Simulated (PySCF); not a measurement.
C₄H₁₄Ga₂, singlet (GFN2-xTB optimised geometry):

```
20

Ga    -0.095     0.445     0.000
Ga    -1.067     2.067    -2.233
H     -0.429     0.520    -2.232
C      1.935     0.445     0.000
H      2.339     0.867     0.926
H      2.310     1.046    -0.835
H      2.332    -0.570    -0.107
C     -1.461    -0.982     0.466
H     -1.797    -0.895     1.505
H     -1.048    -1.987     0.331
H     -2.339    -0.885    -0.180
H     -0.745     1.987     0.000
C      0.312     3.487    -2.683
H     -0.103     4.494    -2.567
H      0.671     3.391    -3.713
H      1.175     3.396    -2.017
C     -3.096     2.079    -2.249
H     -3.489     3.092    -2.107
H     -3.481     1.449    -1.441
H     -3.495     1.695    -3.194
```

Level of theory: CAM-B3LYP/def2-SVP (PySCF 2.14.0).

**Question.** What are the frontier orbital energies and the dipole moment?

**Answer.** HOMO-2 -9.17 eV, HOMO-1 -9.11 eV, HOMO -8.93 eV, LUMO 0.03 eV, LUMO+1 1.54 eV; dipole moment 0.01 D.

On the same geometry PBE/def2-SVP (PySCF) gives HOMO-2 -6.61 eV, HOMO-1 -6.58 eV, HOMO -6.39 eV, LUMO -1.68 eV, LUMO+1 -0.34 eV; dipole moment 0.00 D.

Meta-Löwdin charges at CAM-B3LYP/def2-SVP: Ga1 0.45, Ga2 0.44, H3 -0.10, C4 -0.49, H5 0.11, H6 0.11, H7 0.10, C8 -0.49, H9 0.11, H10 0.10, H11 0.11, H12 -0.10, C13 -0.49, H14 0.10, H15 0.11, H16 0.11, C17 -0.49, H18 0.10, H19 0.11, H20 0.11.
